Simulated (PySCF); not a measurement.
Be(NH2)2 (BeH4N2), SMILES [NH2][Be][NH2]. The structure is a stationary point at r2SCAN-D4/def2-TZVP. One conformer was computed; it need not be the lowest.

Calculation: r2SCAN-D4/def2-TZVP (PySCF 2.14.0).

Harmonic wavenumbers (cm⁻¹): 253, 253, 350, 350, 362, 689, 690, 690, 1421, 1574, 1583, 3590, 3590, 3672, 3672. Rotational constants (GHz): 185.4, 6.089, 6.089; symmetry number 4.

Problem. Work out the zero-point energy and the ideal-gas rigid-rotor harmonic-oscillator thermochemistry at 298.15 K and 1 atm.

Solution. ZPE = ½ Σ hcν = ½ × 22737 cm⁻¹ = 32.50 kcal/mol. H − E(el) = 36.38 kcal/mol. Entropy in cal/(mol K): translation 37.06, rotation 18.62, vibration 7.86, total 63.54. G − E(el) = 17.44 kcal/mol. Cp = 18.93 cal/(mol K).
